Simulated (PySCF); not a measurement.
This script is equivalent to a calculation on As³⁺ (arsenic, charge +3).

```python
from pyscf import gto, scf, dft, mp, cc
import basis_set_exchange as bse
txt = bse.get_basis("aug-cc-pwCVQZ-PP", elements=["As"], fmt="nwchem", header=False)
cut = txt.index("\nECP")
mol = gto.M(atom="As 0 0 0", charge=3, spin=0, symmetry="D2h",
            basis=gto.basis.parse(txt[:cut]),
            ecp={"As": gto.basis.parse_ecp(txt[cut:])})
mf = dft.UKS(mol, xc="R2SCAN")
mf.irrep_nelec = {'Ag': (4, 4), 'B1g': (1, 1), 'B2g': (1, 1), 'B3g': (1, 1), 'B1u': (1, 1), 'B2u': (1, 1), 'B3u': (1, 1)}
mf.kernel()
```

Problem. What total energy does it give?

Solution. -330.212 hartree (calculated).

Problem. Which occupied shell lies highest, and where?

Solution. 4s, at -44.716 eV.

Energies and moments cover only the electrons outside the core potential.
